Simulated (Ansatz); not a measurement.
Abridged output of a molecular run in Ansatz:

```
Functional definition: HF
  name "HF"
  cite "Fock, Z. Phys. 61, 126 (1930) doi:10.1007/BF01340294"
  parent pbe
  exchange = exact_x
  correlation = 0
1608 factors; integrals over basis functions are off by at most 1.2e-3 eV
mean field evaluation 1: about -28245.8087 eV, gradient 5.0e1 eV
mean field evaluation 2: about -28246.1338 eV, gradient 5.0e1 eV
mean field evaluation 4: about -28250.3980 eV, gradient 3.4e0 eV
mean field evaluation 8: about -28250.4549 eV, gradient 2.9e-1 eV
mean field -28250.45511056 eV, -1038.1850764670 hartree, gradient 3.4e-6 eV, S^2 0.000000; 0 other end points of the search recorded, 0 dependent functions left out
14 core orbitals not correlated: weight in the atoms' cores, before any rotation towards them, 1.000 or more for the frozen orbitals, at most 0.000 for the correlated occupied ones
reference -28250.45511056 eV, -1038.1850764670 hartree; 19, 19 occupied and 231, 231 virtual orbitals, 1608 factors
second order -32.50465354 eV of doubles, -0.00000000 eV of singles
cycle   1  -32.63386468 eV  change   -1.3e-1 eV  update   1.1e-1
cycle   2  -33.29184465 eV  change   -6.6e-1 eV  update   3.0e-2
cycle   3  -33.43820970 eV  change   -1.5e-1 eV  update   1.4e-2
cycle   4  -33.42159235 eV  change    1.7e-2 eV  update   2.9e-3
cycle   5  -33.42053123 eV  change    1.1e-3 eV  update   1.2e-3
cycle   6  -33.42132745 eV  change   -8.0e-4 eV  update   3.2e-4
cycle   7  -33.42113246 eV  change    1.9e-4 eV  update   1.2e-4
cycle   8  -33.42106893 eV  change    6.4e-5 eV  update   3.4e-5
cycle   9  -33.42107814 eV  change   -9.2e-6 eV  update   1.3e-5
perturbative correction -1.18699897 eV, -0.0436214075 hartree
Total energy: -28285.06318767 eV, -1039.4568998424 hartree
```

Its atoms:

Z-matrix (Å, degrees):
```
C
O 1 1.417
H 1 1.093 2 111.1
H 1 1.090 2 107.7 3 -119.4
H 1 1.093 2 110.8 3 121.6
Si 2 1.604 1 125.8 3 -52.1
F 6 1.587 2 111.5 1 -69.8
O 6 1.620 2 109.2 1 50.4
Cl 6 2.024 2 108.0 1 173.4
H 8 0.958 6 119.1 2 -173.7
```

Q: Which basis set was used?
A. def2-SVPD
B. def2-TZVPPD
C. cc-pV(Q+d)Z
D. def2-TZVPP

A: D. It gives 264 functions.

Q: Write the keys of the input that set method, charge and spin (a neutral closed shell needs none for the last two).

A: 
```yaml
correlation: {method: ccsd_t}
```
